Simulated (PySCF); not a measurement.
Q: Write Cartesian coordinates for 3-furoic acid, `O=C(O)c1ccoc1` as optimised with PBE0-D3(BJ)/def2-SVP.

A: 
```
atom  x, y, z in Å
O1     2.139   -1.107    0.916
C2     1.566   -0.211    0.346
O3     2.202    0.864   -0.141
C4     0.120   -0.159    0.102
C5    -0.656    0.842   -0.571
C6    -1.941    0.402   -0.519
O7    -2.008   -0.786    0.131
C8    -0.769   -1.120    0.504
H9     3.141    0.739    0.065
H10   -0.287    1.759   -1.023
H11   -2.884    0.800   -0.883
H12   -0.639   -2.055    1.042
```

Any rigid rotation of these coordinates is as good. Atoms count from 1 in this order. The 5-membered ring C4–C5–C6–O7–C8 has internal angles of 105.5° to 110.4° (sum 540°, against 540° for a flat polygon); it is planar, 0.00 Å rms from its mean plane, widest ring torsion 0°. The C–C distances run from 1.359 Å (C5–C6, aromatic) to 1.468 Å (C2–C4, drawn single), a spread of 0.109 Å. O3 (acid hydroxyl oxygen) is bent (angle 106.2°). The 8 heavy atoms lie in one plane (0.005 Å rms).

Bonds between heavy atoms (Å): O1=C2 1.206, C2–O3 1.341, C2–C4 1.468, C4–C5 1.434, C5–C6 1.359, C6–O7 1.356, O7–C8 1.336, C4–C8 1.369.

Computed, not measured: PBE0-D3(BJ)/def2-SVP geometry optimisation, gas phase (PySCF).

Point group: Cs (every atom within 0.08 Å of its image). Whether it is a minimum is left open (no frequencies). One conformer, not necessarily the lowest (O1–C2–O3–H 0°, O1–C2–C4–C5 -179°).

On one thread of an Intel Xeon Platinum 8488C, shared host with 192 logical CPUs at a one-minute load of 46, this took 58 s wall and 0.72 GiB of memory at its peak. This is the geometry optimisation.
